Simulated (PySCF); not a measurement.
Molecule: `InChI=1S/C6H6O3/c1-5(7)9-6-3-2-4-8-6/h2-4H,1H3`.

Bonds (- single, = double, # triple, : aromatic): C1-C2, C2=O3, C2-O4, O4-C5, C5:C6, C6:C7, C7:C8, C8:O9, O9:C5. C1 carries H10, H11, H12; C6 carries H13; C7 carries H14; C8 carries H15.

Frames of a GFN2-xTB Langevin trajectory at 300 K; GIAO PBE0/pcSseg-1 shieldings in PySCF, gas phase, non-relativistic; equivalent atoms averaged within each frame.

Shifts are taken against calculated references (same method and geometry level): ¹³C (186.93 ppm) and ¹H (31.72 ppm) against TMS; H2O for ¹⁷O (336.08 ppm). The references are static minima.

Task: How do the shifts (ppm) fluctuate along the trajectory?

Result: 
```tsv
time (fs)	C2	C5	C8	C7	C6	C1	O3	O9	O4	H15
optimised geometry	169.8	160.3	136.6	118.1	99.8	23.8	463.7	285.4	243.4	7.06
250	174.2	167.5	141.6	115.6	96.7	31.8	471.0	309.5	236.4	7.10
425	161.7	158.7	128.4	112.0	98.7	28.7	428.4	282.4	243.0	7.45
625	171.9	166.5	139.5	117.2	102.7	28.5	469.8	295.7	249.4	7.04
800	169.5	162.0	146.4	124.1	100.6	26.8	465.1	300.7	242.1	7.38
1000	172.7	168.7	146.2	112.5	101.2	26.8	447.5	308.3	254.2	8.10
mean of frames	170.0	164.7	140.4	116.3	100.0	28.5	456.4	299.3	245.0	7.41
standard deviation	4.9	4.2	7.3	4.8	2.4	2.0	18.2	11.0	6.9	0.42
```

5 frames give an uncertainty of the mean of about the standard deviation over 2.2 at best, since frames this close in time may not be independent; classical motion lacks zero-point vibration, and the reference would need the same averaging.
